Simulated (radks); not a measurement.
Task: Method: non-relativistic Kohn-Sham, BLYP, spin-unpolarised, spherical densities, point nucleus; computed with a radial shooting solver on a logarithmic mesh with Libxc functionals. Each species is in its NIST ground configuration. Rank Mg+, P+, Al+, Cl+, S+, Si+, Ar+ by radius at which the density is 0.001 e/bohr^3 (bohr), largest first.

Result: Si+ 3.94, Al+ 3.90, P+ 3.85, Mg+ 3.80, S+ 3.72, Cl+ 3.59, Ar+ 3.45.
